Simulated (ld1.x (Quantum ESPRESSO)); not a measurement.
Varying the PAW potential for oxygen

Base potential:

```json
{"Element": "oxygen", "Generator": "ld1.x (Quantum ESPRESSO) 7.5", "Type": "PAW", "Functional": "PBEsol", "Relativity": "scalar-relativistic", "Frozen core": "[He]", "Valence charge": "6", "Reference configuration": "2s2 2p4", "Partial waves": "2s (bound): rcut 0.90, rcutus 1.00 bohr; 2s channel at -0.3 Ry: rcut 0.90, rcutus 1.00 bohr; 2p (bound): rcut 1.45, rcutus 1.80 bohr; 2p channel at 4.7 Ry: rcut 1.45, rcutus 1.80 bohr", "Local potential": "all-electron potential smoothed inside 0.90 bohr (lloc = -2)", "Core correction": "Bessel-smoothed model core inside 0.85 bohr", "Augmentation charge": "PSQ, inside the norm-conserving radii"}
```

Cutoffs, loose and tight: the cutoffs (Ry, on a coarse ladder) from which the occupation-weighted sum of valence levels, in a spherical-Bessel basis at the reference potential, stays within 10 and 1 mRy of its value at 400 Ry. They do not see the model core or the augmentation charge, which bear on the density cutoff. Test errors are all-electron minus pseudo excitation energies from the reference, over the configurations 2s2 2p3; 2s2 2p2; 2s2 2p1; 2s0 2p6; 2s1 2p4; 2s2 2p0; 2s2 2p3.5. A dash means not determined; rows that change the core or the reference have their own tests. The largest error is taken over the tests solved by every variant that gives reliable tests at all: 2s0 2p6; 2s1 2p4; 2s2 2p0; 2s2 2p2; 2s2 2p3; 2s2 2p3.5.

```csv
change,outcome,"cutoff, loose","cutoff, tight",bound ghosts,largest test error (meV)
base,generated,25 Ry,45 Ry,none,-20
"waves 2p (bound): rcut 1.32, rcutus 1.40 bohr; 2p channel at 4.7 Ry: rcut 1.32, rcutus 1.40 bohr",generated,35 Ry,60 Ry,none,-12
"waves 2p (bound): rcut 1.45, rcutus 2.04 bohr; 2p channel at 4.7 Ry: rcut 1.45, rcutus 2.04 bohr",generated,21 Ry,40 Ry,none,-20
"waves 2p (bound): rcut 1.45, rcutus 2.24 bohr; 2p channel at 4.7 Ry: rcut 1.45, rcutus 2.24 bohr",generated,18 Ry,40 Ry,none,+20
"waves 2p (bound): rcut 1.45, rcutus 2.42 bohr; 2p channel at 4.7 Ry: rcut 1.45, rcutus 2.42 bohr",generated,18 Ry,40 Ry,none,-19
"waves 2p (bound): rcut 1.45, rcutus 2.74 bohr; 2p channel at 4.7 Ry: rcut 1.45, rcutus 2.74 bohr",generated,18 Ry,40 Ry,none,-139
```

Q: What comes out with this change to the base: waves 2p (bound): rcut 1.16, rcutus 1.24 bohr; 2p channel at 4.7 Ry: rcut 1.16, rcutus 1.24 bohr?

A: outcome: generated; cutoff, loose: 45 Ry; cutoff, tight: 80 Ry; bound ghosts: none; largest test error (meV): -14.

Q: What comes out with this change to the base: waves 2p (bound): rcut 1.45, rcutus 1.62 bohr; 2p channel at 4.7 Ry: rcut 1.45, rcutus 1.62 bohr?

A: outcome: generated; cutoff, loose: 30 Ry; cutoff, tight: 50 Ry; bound ghosts: none; largest test error (meV): -12.

Reading the sweep of the p radius (base included, trends over the rows without a ghost): The loose cutoff falls from 45 Ry at 1.24 to 18 Ry at 2.74 bohr. A larger radius leaves more room for a smooth pseudo-wave, so fewer plane waves are needed; a smaller one forces it to follow the all-electron wave where it bends sharply. The median size of the test errors (rows with all tests solved) is not monotonic: lowest 0.5 meV at 1.4 bohr, highest 7.7 meV at 2.42 bohr.
